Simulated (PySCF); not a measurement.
PySCF 2.14 output of an unrestricted r2SCAN calculation on a single atom or ion in ANO-R2, with scalar relativity by spin-free X2C-1e:

```
SCF conv_tol = 1e-09
number electrons alpha = 38  beta = 34
    J. W. Furness, A. D. Kaplan, J. Ning, J. P. Perdew, and J. Sun.,  J. Phys. Chem. Lett. 11, 8208-8215 (2020)
    J. W. Furness, A. D. Kaplan, J. Ning, J. P. Perdew, and J. Sun.,  J. Phys. Chem. Lett. 11, 9248-9248 (2020)
    J. W. Furness, A. D. Kaplan, J. Ning, J. P. Perdew, and J. Sun.,  J. Phys. Chem. Lett. 11, 8208-8215 (2020)
    J. W. Furness, A. D. Kaplan, J. Ning, J. P. Perdew, and J. Sun.,  J. Phys. Chem. Lett. 11, 9248-9248 (2020)
cycle= 1 E= -16691.8777139133  delta_E= -0.0137  |g|= 0.309  |ddm|= 0.124
cycle= 2 E= -16691.8739944374  delta_E= 0.00372  |g|= 0.357  |ddm|= 0.0946
cycle= 3 E= -16691.8858934013  delta_E= -0.0119  |g|= 0.0111  |ddm|= 0.0567
cycle= 4 E= -16691.8859127835  delta_E= -1.94e-05  |g|= 0.000239  |ddm|= 0.00332
cycle= 5 E= -16691.8859128034  delta_E= -1.99e-08  |g|= 2.89e-05  |ddm|= 0.0003
cycle= 6 E= -16691.885912804  delta_E= -6.69e-10  |g|= 7.01e-06  |ddm|= 7.06e-05
converged SCF energy = -16691.885912804  <S^2> = 6.0026862  2S+1 = 5.0010744
```

The run itself started from symmetry-adapted Hartree-Fock orbitals and held the occupation by maximum overlap, on a logarithmic radial grid, so the iterations belong to that start.

Problem. Which element, charge and spin multiplicity is this?

Solution. Re³⁺ (rhenium, charge +3), multiplicity 5; the state was [Xe] 4f14 5d4, high-spin 5D determinant.

Spin-orbit coupling, absent here, splits the open shell strongly.
